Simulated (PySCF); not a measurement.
## From computed data to an observable: chemical shift, span and skew from a shielding tensor

C2H9NSi3, SMILES [SiH3][Si@H]1CN=C[SiH2]1. Atoms are numbered in the order given.

```xyz
15

Si    -2.4771     0.5581    -0.3120
Si    -0.5594    -0.4515     0.5772
C      0.4001    -1.4988    -0.7619
N      1.7412    -1.0196    -1.0816
C      2.2303     0.0042    -0.5016
Si     1.2504     0.9941     0.8303
H     -3.4707    -0.4646    -0.7584
H     -3.1316     1.4535     0.6872
H     -2.0742     1.3734    -1.4971
H     -0.8712    -1.2668     1.7881
H     -0.1670    -1.5508    -1.7075
H      0.4877    -2.5482    -0.4301
H      3.2520     0.2938    -0.8039
H      1.9647     0.9967     2.1404
H      1.0449     2.4077     0.3977
```

Coordinates come from a B3LYP-D3(BJ)/def2-SVP optimisation. The structure was generated by enumeration; whether it is a known compound was not checked. One conformer was computed; it need not be the lowest.

GIAO shieldings from HF/pcSseg-1 (PySCF), non-relativistic, no solvent. The symmetric part of the tensor of Si6 has the principal values 410.5, 463.0, 493.2 ppm. The same nucleus in TMS has σ = 393.8 ppm at this level (PySCF, at its B3LYP-D3(BJ)/def2-TZVP geometry).

Work out the isotropic shielding, the ²⁹Si shift against TMS, the span and the skew.


σ(iso) = (σ11 + σ22 + σ33)/3 = 455.6 ppm. δ = σ(ref) − σ(iso) = 393.8 − (455.6) = -61.8 ppm.
Span Ω = σ33 − σ11 = 82.7 ppm. Skew κ = 3(σ(iso) − σ22)/Ω = -0.27. Tumbling in solution averages the tensor to δ; in a static solid the shielding alone would spread this spin-1/2 line over Ω.
